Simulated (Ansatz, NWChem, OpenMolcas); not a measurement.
# How basis sets differ on RbI (SMILES [Rb][I])

RbI: 2 atoms, total charge 0, spin state singlet. SMILES: `[Rb][I]`. Geometry: the measured bond length.

```xyz
2

Rb    0.0000    0.0000    0.0000
I     0.0000    0.0000    3.1769
```

Quantity: the vertical ionisation energy (to the doublet cation), in eV. The values are calculated.

| level | kind | program | value (eV) | CPU time (all runs) |
| --- | --- | --- | --- | --- |
| HF/STO-3G | Hartree–Fock | Ansatz | 3.20 | 2.5 s |
| HF/3-21G | Hartree–Fock | OpenMolcas | 6.42 | 4.8 s |
| HF/jorge-DZP | Hartree–Fock | Ansatz | 6.57 | 17 s |
| HF/def2-TZVPP (core potential) | Hartree–Fock | NWChem | 6.59 | 40 s |
| HF/jorge-TZP | Hartree–Fock | Ansatz | 6.96 | 40 s |
| HF/jorge-QZP | Hartree–Fock | Ansatz | 6.73 | 2.2 min |

All-electron rows without a relativistic Hamiltonian named are non-relativistic, while core potentials hold scalar relativity, so basis and relativity change together. Spin-orbit coupling, which can split open shells on such heavy atoms by tenths of an eV, is left out. The values span 3.20 to 6.96 eV. Minimal STO sets describe s-block atoms so badly that they can place the ion below the atom. Without the sets that lack polarisation functions the rows with a basis span only 6.57 to 6.96 eV. Times are those of the runs behind each value, whatever else they computed, on shared processors of several kinds: orders of magnitude only.
